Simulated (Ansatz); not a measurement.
System: GeH$_{2}$ (charge -1, doublet). 
Geometry from a B3LYP-D3(BJ)/def2-TZVP (Ansatz, a program for electronic structure) optimisation:
```
Ge
H 1 1.6352
H 1 1.6352 2 90.81
```
Charge -1, spin multiplicity 2.

Basis-set convergence of Hartree-Fock and MP2 correlation energies (hartree) with Ansatz. Valence correlation only, unless marked. Open shells are spin-unrestricted. No spin-orbit coupling. The frozen core is the preceding noble-gas configuration, with the filled d and f shells of earlier blocks. No relativistic terms. This anion needs diffuse functions, which these sets lack.

```tsv
basis	functions	E(HF)	E(corr, MP2)
def2-SVP	42	-2076.22431	-0.09144
def2-TZVPP	76	-2076.49033	-0.11580
def2-QZVPP	149	___	___
```

**Question.** Some entries are withheld; supply them.

**Answer.** 
- def2-QZVPP, E(HF): -2076.53867
- def2-QZVPP, E(corr, MP2): -0.12479
